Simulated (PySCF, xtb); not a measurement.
CH7FN2Si, SMILES N[Si@H](F)NC.

GFN2-xTB run with xtb at its own geometry gives an orbital gap of 6.05 eV and a dipole moment of 3.00 D.

The structure is a stationary point at r2SCAN-D4/def2-SVP. The structure was generated by enumeration; whether it is a known compound was not checked. One conformer was computed; it need not be the lowest.

Q: What does CAM-B3LYP/def2-TZVP run with PySCF give? (The exact figures need the calculation; the answer reports its results.)

A: gap 10.34 eV (levels -8.55 and 1.79 eV), dipole 2.27 D.
